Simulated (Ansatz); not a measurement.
Gas-phase electronic energies from Ansatz, PBE0-D4/def2-TZVP geometries. CBS: MP2 limit from def2 TZ/QZ plus the TZ coupled-cluster correction, frozen cores. This one scheme is used for every species. DFT in def2-TZVPP. B3LYP here is the variant with VWN-RPA as its local correlation; programs differ in this. For Ge outer-core shells are correlated without core-valence functions, which leaves a few kJ/mol of doubt a bond. Scalar relativity is left out up to krypton.

Reaction (cleavage of the Ge–B bond): `[GeH3][B]1O[SiH2]1` + `BN` → `B[NH][GeH3]` + `B1O[SiH2]1`

`[GeH3][B]1O[SiH2]1`:

Z-matrix (Å, degrees):
```
Ge
B 1 2.054
H 1 1.537 2 109.3
H 1 1.537 2 109.1 3 -117.7
H 1 1.538 2 112.6 3 121.2
O 2 1.338 1 134.3 3 -123.1
Si 2 1.912 1 163.2 3 57.3
H 7 1.482 2 123.9 1 96.0
H 7 1.481 2 123.9 1 -96.7
```

`BN`:

```xyz
6

B    -0.593    0.226    0.253
N     0.609   -0.232   -0.261
H    -1.500   -0.544    0.380
H    -0.692    1.379    0.558
H     1.413    0.359   -0.394
H     0.763   -1.187   -0.536
```

`B[NH][GeH3]`:

```xyz
9

B    -0.287   -1.253   -0.938
N     0.119   -0.640    0.244
Ge    0.158    1.183    0.576
H    -0.655   -0.572   -1.853
H    -0.264   -2.449   -1.022
H     0.424   -1.233    1.003
H    -0.751    1.496    1.777
H    -0.342    1.866   -0.698
H     1.599    1.603    0.912
```

`B1O[SiH2]1`:

```xyz
6

B     1.093    0.073   -0.360
O     0.163   -0.783   -0.804
Si   -0.634    0.184    0.423
H     2.233    0.225   -0.663
H    -1.093   -0.655    1.554
H    -1.761    0.956   -0.150
```

| level | ΔE (kJ/mol) | difference from CCSD(T)/CBS |
| --- | --- | --- |
| r2SCAN-D4 | 12.5 | 5.8 |
| ωB97X-V | 4.0 | -2.7 |
| ωB97M-V | 5.3 | -1.4 |
| r2SCAN | 12.5 | 5.8 |
| PBE0 | 15.5 | 8.8 |
| B3LYP | 9.3 | 2.6 |
| CCSD(T)/def2-TZVPP | 4.7 | -2.0 |
| MP2/def2-QZVPP | 1.8 | -4.9 |
| SCS-MP2/def2-QZVPP | -2.2 | -8.9 |
| CCSD/CBS(def2) | 5.1 | -1.6 |
| CCSD(T)/CBS | 6.7 | 0 |

Largest T1 diagnostic among the species: 0.017.

From PBE to PBE0 (25 % exact exchange), in def2-TZVPP and without D4, ΔE moves by −4.6 kJ/mol. In def2-TZVPP, CCSD(T) changes the Hartree–Fock value by +14.3 kJ/mol (the triples alone add +1.6 kJ/mol) and MP2 by +10.6 kJ/mol.
